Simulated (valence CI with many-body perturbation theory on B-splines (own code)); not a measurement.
Energy levels of Tb16+

Computed by valence CI with perturbative core correlation (CI+MBPT): three valence electrons over a frozen Dirac-Fock core [Kr] 4d10, a basis of 7 s, 7 p, 7 d, 7 f, 4 g, 2 h functions for each j, with the one-electron correlation potential Σ1 (screened to all orders), the two-electron term Σ2, the three-electron term Σ3, Breit, model QED; selected single and double excitations, second order for the rest, scaled by the run's own slope (own B-spline code, finite nucleus).

No measured spectrum was set against this ion. As an estimate, terms of the open shell hold to a few per cent of their energy, and close levels can change places.

Levels 1 to 45 of 258, with energies above the lowest level, 4f3 4I°_9/2. "Leading %" is the weight of the configuration and term that name the level; weights of strongly mixed levels are sums over their largest components and can fall short. In the jj column 3d3/2^4 stands for four electrons in 3d with j = 3/2.

```csv
No.,Configuration,Term,J,E (cm⁻¹),Leading %,Leading jj,g
1,4f3,4I°,9/2,0.0,93,4f5/2^3 (69 %),0.738
2,4f3,4I°,11/2,5888,98,4f5/2^2 4f7/2 (90 %),0.966
3,4f3,4I°,13/2,11746,99,4f5/2 4f7/2^2 (77 %),1.104
4,4f3,4I°,15/2,17488,96,4f5/2 4f7/2^2 (46 %),1.194
5,4f3,4F°,3/2,23196,86,4f5/2^3 (55 %),0.470
6,4f3,2H°,9/2,24856,57,4f5/2^2 4f7/2 (60 %),0.998
7,4f3,4F°,5/2,26766,95,4f5/2^2 4f7/2 (74 %),1.033
8,4f3,4F°,7/2,29199,80,4f5/2^2 4f7/2 (70 %),1.168
9,4f3,4S°,3/2,29224,86,4f5/2^2 4f7/2 (66 %),1.881
10,4f3,4F°,9/2,33043,71,4f5/2 4f7/2^2 (85 %),1.219
11,4f3,2H°,11/2,34654,89,4f5/2 4f7/2^2 (71 %),1.101
12,4f3,4G°,5/2,35192,97,4f5/2^3 (42 %),0.580
13,4f3,2G°,7/2,36000,45,4f5/2^2 4f7/2 (67 %),0.979
14,4f3,2K°,13/2,39176,97,4f5/2^2 4f7/2 (66 %),0.936
15,4f3,4G°,7/2,40973,58,4f5/2 4f7/2^2 (60 %),0.962
16,4f3,4G°,9/2,42715,81,4f5/2 4f7/2^2 (73 %),1.150
17,4f3,2D°,3/2,43544,45,4f5/2 4f7/2^2 (62 %),1.075
18,4f3,2K°,15/2,44698,85,4f5/2^2 4f7/2 (56 %),1.056
19,4f3,2G°,9/2,47342,62,4f7/2^3 (78 %),1.134
20,4f3,4G°,11/2,47938,86,4f7/2^3 (41 %),1.246
21,4f3,2P°,1/2,47997,87,4f5/2^2 4f7/2 (64 %),0.580
22,4f3,2D°,5/2,50169,95,4f5/2 4f7/2^2 (73 %),1.190
23,4f3,2P°,3/2,57362,50,4f7/2^3 (62 %),1.105
24,4f3,4D°,5/2,57625,68,4f5/2^2 4f7/2 (67 %),1.295
25,4f3,4D°,3/2,57763,70,4f5/2^2 4f7/2 (64 %),1.082
26,4f3,2I°,11/2,58502,79,4f5/2^2 4f7/2 (70 %),0.962
27,4f3,4D°,1/2,60511,87,4f5/2 4f7/2^2 (64 %),0.080
28,4f3,2L°,15/2,61156,89,4f5/2 4f7/2^2 (48 %),0.954
29,4f3,2I°,13/2,62909,98,4f5/2 4f7/2^2 (89 %),1.073
30,4f3,2L°,17/2,64695,100,4f5/2 4f7/2^2 (100 %),1.057
31,4f3,4D°,7/2,64834,97,4f5/2 4f7/2^2 (69 %),1.419
32,4f3,2H°,9/2,66913,96,4f5/2 4f7/2^2 (50 %),0.916
33,4f3,2D°,3/2,70528,73,4f5/2 4f7/2^2 (66 %),0.910
34,4f3,2H°,11/2,71764,77,4f5/2 4f7/2^2 (48 %),1.061
35,4f3,2D°,5/2,72138,37,4f5/2 4f7/2^2 (66 %),1.129
36,4f3,2F°,5/2,81254,59,4f7/2^3 (60 %),0.992
37,4f3,2F°,7/2,83730,95,4f7/2^3 (42 %),1.145
38,4f3,2G°,9/2,96930,98,4f5/2 4f7/2^2 (66 %),1.107
39,4f3,2G°,7/2,99474,97,4f5/2 4f7/2^2 (54 %),0.894
40,4f2.5s,4H,7/2,123450,96,4f5/2^2 5s (90 %),0.674
41,4f2.5s,4H,9/2,126720,85,4f5/2^2 5s (68 %),0.969
42,4f2.5s,4H,11/2,132710,95,4f5/2 4f7/2 5s (91 %),1.129
43,4f2.5s,4F,3/2,134610,96,4f5/2^2 5s (74 %),0.415
44,4f3,2F°,7/2,135880,97,4f5/2^2 4f7/2 (51 %),1.138
45,4f2.5s,4F,5/2,136930,91,4f5/2^2 5s (52 %),1.025
```

Names give the largest LS component (configuration and term), which can be under half, so a name can repeat, a term be missing and a line seem to break the LS rules; names also repeat where a configuration has a term twice.

Where two levels of one J and parity lie close, their mixing, g and order are uncertain.

The ionisation energy to 4f2 3H_4 of the next ion comes out as 354.76 eV (NIST: 358 ± 17 eV (theoretical)). All 258 levels together are meant to be complete up to 865630 cm⁻¹.
